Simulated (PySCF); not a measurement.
CH6S2Si. Atoms are numbered in the order given.

```xyz
10

Si    -0.2601    -0.2013     0.4945
C     -1.9700    -0.7186    -0.0689
S      1.3282    -1.2416    -0.5476
S     -0.0794     1.8903     0.0080
H     -0.0885    -0.4568     1.9533
H     -2.0881    -0.5421    -1.1491
H     -2.7478    -0.1535     0.4699
H     -2.1241    -1.7923     0.1234
H      1.3289    -2.3039     0.2932
H      1.2005     1.9984     0.4342
```

Geometry: B3LYP-D3(BJ)/def2-SVP. Other conformers were not sampled.

These are PBE0/pcSseg-1 (PySCF) values and carry that method's errors.

GIAO shieldings, no solvent; atoms listed in one row are averaged. δ = σ(ref) − σ: ²⁹Si against TMS (σ = 352.7 ppm); ¹³C against TMS (σ = 186.3 ppm); ³³S against H2S (σ = 716.7 ppm); ¹H against TMS (σ = 31.56 ppm), references at their B3LYP-D3(BJ)/def2-TZVP geometries, non-relativistic.

Computed chemical shifts:
```json
[
 {"nucleus": "²⁹Si", "atoms": "Si1", "count": "1", "δ (ppm)": "18.3"},
 {"nucleus": "¹³C", "atoms": "C2", "count": "1", "δ (ppm)": "7.1"},
 {"nucleus": "³³S", "atoms": "S3", "count": "1", "δ (ppm)": "27.0"},
 {"nucleus": "³³S", "atoms": "S4", "count": "1", "δ (ppm)": "18.9"},
 {"nucleus": "¹H", "atoms": "H5", "count": "1", "δ (ppm)": "5.91"},
 {"nucleus": "¹H", "atoms": "H9, H10", "count": "2", "δ (ppm)": "1.10"},
 {"nucleus": "¹H", "atoms": "H6, H7, H8", "count": "3", "δ (ppm)": "0.89"}
]
```
